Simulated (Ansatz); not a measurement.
`[NH2][SbH][SiH3]` + CH₃OH → `C[O][SbH][SiH3]` + NH₃ at 500 K and 1 bar (ligand exchange at the Sb–N bond).

Computed with Ansatz on PBE0-D4/def2-TZVP structures; ΔE is electronic, products minus reactants. CCSD(T)/CBS is the MP2 limit (def2-TZVPP, def2-QZVPP) plus CCSD(T) − MP2 in def2-TZVPP, frozen cores. This one scheme is used for every species. Elements past krypton have def2 core potentials. For Sb outer-core shells are correlated without core-valence functions, which leaves a few kJ/mol of doubt a bond. Each species was taken in one conformer, which may not be the lowest.

```json
{"species": "`[NH2][SbH][SiH3]`", "CCSD(T)/CBS energy (Eh)": "-587.39549", "H − E (kJ/mol)": "193.2", "S (J/(mol·K))": "403.3"}
{"species": "CH₃OH", "CCSD(T)/CBS energy (Eh)": "-115.61712", "H − E (kJ/mol)": "157.0", "S (J/(mol·K))": "265.4"}
{"species": "`C[O][SbH][SiH3]`", "CCSD(T)/CBS energy (Eh)": "-646.51193", "H − E (kJ/mol)": "241.6", "S (J/(mol·K))": "451.9"}
{"species": "NH₃", "CCSD(T)/CBS energy (Eh)": "-56.50880", "H − E (kJ/mol)": "108.2", "S (J/(mol·K))": "211.8"}
```

H − E and S are ideal-gas, rigid-rotor, harmonic terms from PBE0-D4/def2-TZVP, for one conformer and one mirror image of each species. 1 Eh = 2625.50 kJ/mol, R = 8.31446 J/(mol·K).

Problem. By hand: ΔE, ΔH, ΔS and ΔG.

Solution. ΔE = (-646.51193) + (-56.50880) − (-587.39549) − (-115.61712) = -0.00812 Eh = -21.3 kJ/mol. Δ(H − E) = 241.6 + 108.2 − 193.2 − 157.0 = -0.4, so ΔH = -21.7 kJ/mol. ΔS = 451.9 + 211.8 − 403.3 − 265.4 = -5.0 J/(mol·K). ΔG = -21.7 − 500 × (-5.0)/1000 = -19.2 kJ/mol.

Problem. By hand: the equilibrium constant, and the temperature at which ΔG would vanish if ΔH and ΔS stayed fixed.

Solution. log₁₀ K = −ΔG/(RT ln 10) = 2.0. ΔG = 0 at ΔH/ΔS = 4340 K, far beyond where these terms or the molecules hold.

The number of gas molecules stays the same, so ΔS is small and ΔH decides. A doubt of 5 kJ/mol in ΔE shifts log₁₀ K by 0.5 here. Other conformers and mirror images would add mixing entropy, several J/(mol·K) or more a flexible species. Modes under 60 cm⁻¹, often nearly free rotors, make the harmonic entropy too high. These are equilibria of isolated gas molecules and say nothing of rates. Largest T1 diagnostic: 0.014 (customary marks: 0.02 for closed shells, 0.045 for open ones).
